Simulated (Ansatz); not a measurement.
Al$_{2}$ (SMILES [Al][Al]), triplet, at a GFN2-xTB geometry (such geometries of metal compounds can be far from the true shape), atoms displaced at random by about 0.05 Å a coordinate. Base run: HF/def2-TZVP run with Ansatz (a first-principles code).

Ansatz was given this input:
Ansatz 0.2 input:
```yaml
crystal:
  periodic: [false, false, false]
  atoms:
    - {symbol: Al, position_ang: [0.07356341, -0.05081607, -1.36073548]}
    - {symbol: Al, position_ang: [0.03176760, -0.08615124, 1.20281418]}
basis:
  gaussian:
    orbitals: def2-TZVP
hamiltonian:
  xc: hf
magnetization: {spin_polarized: true, initial_magnetization: 2}
relax: {}
```

The base run was repeated with changes; each row names its change, and settings that it needs were set with it.

| change | ΔE vs base (kJ/mol) | optimiser steps |
|---|---|---|
| base | 0.00 | 4 |
| relax = max_displacement: 0.5 | 0.00 | 4 |
| relax = max_displacement: 0.02 | 0.00 | 7 |
| relax = escape_saddle: false | 0.00 | 4 |
| relax = f_tol: 0.002 | 0.00 | 5 |
| relax = f_tol: 0.0005 | 0.00 | 5 |
| relax = f_tol: 0.1 | 0.03 | 3 |
